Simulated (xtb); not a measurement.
B(H)2(Me) (CH5B), SMILES BC. All values are semi-empirical tight-binding results from xtb (GFN2-xTB unless named), good for trends rather than for accurate numbers. The structure is a stationary point at GFN2-xTB.

```yaml
orbital_gap: 4.57 eV
dipole_moment: 0.73 D
zero_point_energy: 34.6 kcal/mol
G − E(el) at 298.15 K (modified RRHO): 19.7 kcal/mol
static polarisability (D4 model): 28.6 bohr³
solvation energy, GFN2-xTB/ALPB(water): -0.9 kcal/mol
solvation energy, GFN2-xTB/ALPB(acetonitrile): -1.8 kcal/mol
```

Question: Give the IR lines (harmonic; lines under 4 % of the strongest left out, lines within 3 cm⁻¹ merged). (The exact figures need the calculation; the answer reports its results.)

Answer: ν (cm⁻¹): 885 (vs), 986 (w), 1033 (w), 1209 (m), 1376 (w), 2636 (m), 2668 (s), 2976 (w), 3029 (w), 3038 (w) (against the strongest line: vs over 80 %, s over 45 %, m over 15 %, w over 4 %, vw less)
